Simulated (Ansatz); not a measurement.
Mulliken charges of CH5GeO, SMILES `[CH3][GeH2][O]` radical from B3LYP/def2-TZVPP in Ansatz (PBE0-D4/def2-TZVP geometry).

| atom | x (Å) | y (Å) | z (Å) | charge (e) |
| --- | --- | --- | --- | --- |
| C1 | -0.580 | 0.781 | -0.328 | -0.389 |
| Ge2 | 0.511 | -0.750 | 0.187 | 0.444 |
| O3 | 1.126 | -0.282 | 1.810 | -0.357 |
| H4 | 0.035 | 1.680 | -0.365 | 0.124 |
| H5 | -1.385 | 0.923 | 0.392 | 0.124 |
| H6 | -1.008 | 0.598 | -1.314 | 0.116 |
| H7 | 1.708 | -0.964 | -0.758 | -0.031 |
| H8 | -0.316 | -2.043 | 0.319 | -0.031 |

Problem. By hand: the dipole of these point charges (1 e Å = 4.8032 D).

Solution. Σ q r = (-0.277, -0.051, -0.571) e Å, of length 0.637 e Å = 3.06 D.

Problem. How does the dipole of the full density compare? (Estimate.)

Solution. The calculation gave: (-0.257, 0.034, -0.448) e Å, 2.49 D; the point charges give 1.23 times that, at 9° from its direction.

Point charges leave out the atoms' own dipoles, such as those of lone pairs, and Mulliken's split depends on the basis, so the two needn't agree.

B3LYP here is the variant with VWN-RPA as its local correlation; programs differ in this.
